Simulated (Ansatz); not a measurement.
Reaction (hydrogenolysis of the Al–Si bond): `C=[CH][Al]([F])[SiH3]` + H₂ → `C=[CH][AlH][F]` + SiH₄

Program: Ansatz. Geometries: PBE0-D4/def2-TZVP. ΔE: electronic, gas phase. CBS: MP2 limit from def2 TZ/QZ plus the TZ coupled-cluster correction, frozen cores. This one scheme is used for every species. DFT in def2-TZVPP. One conformer a species, not always the lowest.

`C=[CH][Al]([F])[SiH3]`:

Cartesian coordinates in Å:
```
C 0.991 -1.772 0.073
C -0.111 -1.634 -0.669
Al -0.992 0.083 -0.684
F -2.358 0.285 -1.595
Si -0.155 1.991 0.607
H 1.398 -0.950 0.661
H 1.550 -2.704 0.139
H -0.452 -2.504 -1.227
H -0.109 1.664 2.061
H 1.236 2.337 0.196
H -0.998 3.205 0.437
```

H₂:

```xyz
2

H     0.085    0.175   -0.318
H    -0.085   -0.175    0.318
```

`C=[CH][AlH][F]`:

Cartesian coordinates in Å:
```
C -1.210 -0.164 0.653
C -0.008 -0.639 0.315
Al 1.129 0.476 -0.767
F 2.629 -0.047 -1.219
H -1.550 0.820 0.333
H -1.919 -0.722 1.262
H 0.259 -1.632 0.674
H 0.670 1.906 -1.251
```

SiH₄:

Cartesian coordinates in Å:
```
Si 0.000 0.000 0.000
H 0.333 -1.128 0.906
H -1.446 0.315 0.113
H 0.316 -0.380 -1.400
H 0.797 1.193 0.381
```

```
                species  PBE0 energy (Eh)
`C=[CH][Al]([F])[SiH3]`        -711.29288
                     H₂          -1.16849
       `C=[CH][AlH][F]`        -420.70846
                   SiH₄        -291.75661
```

Problem. Work out ΔE.

Solution. ΔE = (-420.70846) + (-291.75661) − (-711.29288) − (-1.16849) = -0.00370 Eh = -9.7 kJ/mol. CCSD(T)/CBS gives -13.0 kJ/mol.

Largest T1 diagnostic among the species: 0.013.

The D4 term adds +8.4 kJ/mol with B3LYP and +5.0 kJ/mol with PBE0; it sums over pairs of atoms, weighted by their polarisabilities, and B3LYP, whose exchange is more repulsive, gets the larger term. In def2-TZVPP, CCSD(T) changes the Hartree–Fock value by +29.1 kJ/mol (the triples alone add +5.1 kJ/mol) and MP2 by +27.2 kJ/mol. From PBE to PBE0 (25 % exact exchange), in def2-TZVPP and without D4, ΔE moves by −6.0 kJ/mol.

B3LYP here is the variant with VWN-RPA as its local correlation; programs differ in this.
